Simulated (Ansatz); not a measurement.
The molecule LiF-, multiplicity 2 (lowest of 2S+1 = 2, 4 at CCSD(T)/def2-TZVPP on PBE0 minima; our sources give no spin for the ground state, which may be another).

Constants: fifth-degree fit in 1/R to seven points, most abundant isotopes. Runs in def2 and cc sets follow the lowest solution found near the PBE0 minimum.

Cores are frozen in the correlated methods. CBS: X⁻³ extrapolation of the correlation energy, Hartree–Fock from the larger set.

The values were computed with Ansatz (an electronic-structure program) with Gaussian orbitals. Each number belongs to the level named beside it.

What bond length and harmonic frequency does r2SCAN/def2-TZVPP give?

r_e = 1.639 Å, ω_e = 761 cm⁻¹.

What bond length and harmonic frequency does wB97M-V/def2-TZVPP give?

r_e = 1.635 Å, ω_e = 766 cm⁻¹.

What bond length and harmonic frequency does CCSD(T)/CBS(aug-cc-pVTZ, aug-cc-pVQZ) give?

r_e = 1.631 Å, ω_e = 777 cm⁻¹.
